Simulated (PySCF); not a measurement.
The vertical singlet excitations below were computed for one of the candidates. Method used: TDDFT CAM-B3LYP/def2-SVPD, vertical, gas phase, core orbitals frozen in the response in PySCF. Geometries: PBE0-D3(BJ)/def2-SVP, one conformer each.

| state | E (eV) | f | main configurations (H = HOMO, L = LUMO) |
| --- | --- | --- | --- |
| S1 | 5.82 | 0.0008 | H-1→L (52%), H-2→L (11%), H-3→L (9%) |
| S2 | 6.04 | 0.0015 | H→L+2 (85%) |
| S3 | 6.19 | 0.0009 | H-2→L (40%), H-1→L+1 (18%), H-2→L+1 (8%) |
| S4 | 6.29 | 0.0013 | H-2→L+1 (47%), H-2→L+3 (18%) |
| S5 | 6.49 | 0.0028 | H→L (46%), H→L+5 (22%), H→L+4 (15%) |
| S6 | 7.02 | 0.017 | H→L+4 (38%), H→L+1 (22%), H→L (11%) |
| S7 | 7.15 | 0.023 | H→L+1 (41%), H→L (21%) |
| S8 | 7.42 | 0.0035 | H-4→L (30%), H-1→L (19%), H-3→L (11%) |
| S9 | 7.45 | 0.068 | H→L+7 (42%), H→L+10 (12%) |
| S10 | 7.61 | 0.0052 | H→L+6 (34%), H→L+10 (13%), H→L+7 (12%) |

Orbital energies (eV): HOMO-3 -9.89, HOMO-2 -9.68, HOMO-1 -9.25, HOMO -8.12, LUMO 0.75, LUMO+1 1.10, LUMO+2 1.23.

Problem. Which candidate is it? All have the formula C5H11NOSi2.
A. `C#C[Si@@H]1CC[Si@@H](NC)O1`
B. `C([Si@@H]1O[SiH2]C[C@H]1C#N)C`
C. `N#C[C@@H]1CC[C@@H]1[SiH2]O[SiH3]`

Solution. A. Its S1, at 5.82 eV, is the lowest among the candidates; the nearest of the others has S1 at 7.08 eV. S1 is HOMO-1→LUMO (52%), HOMO-2→LUMO (11%), HOMO-3→LUMO (9%). Löwdin shares by element: HOMO nitrogen 53%, carbon 11% or more, silicon 10% or more, hydrogen 6% or more (atoms not listed hold the other 20%); LUMO carbon 48% or more, silicon 20% or more, oxygen 7% (atoms not listed hold the other 25%). At the same level the other candidates give, for their lowest levels:
- `N#C[C@@H]1CC[C@@H]1[SiH2]O[SiH3]`: 7.21 eV (f 0.002); 7.40 eV (f 0.000); 7.57 eV (f 0.001); 7.67 eV (f 0.003); 7.71 eV (f 0.007); T1 6.17 eV; HOMO -9.61, LUMO 0.77 eV
- `CC[Si@@H]1O[SiH2]C[C@H]1C#N`: 7.08 eV (f 0.003); 7.43 eV (f 0.001); 7.58 eV (f 0.005); 7.75 eV (f 0.001); 7.81 eV (f 0.001); T1 6.17 eV; HOMO -9.68, LUMO 0.78 eV
Triplets come from the Tamm–Dancoff approximation.
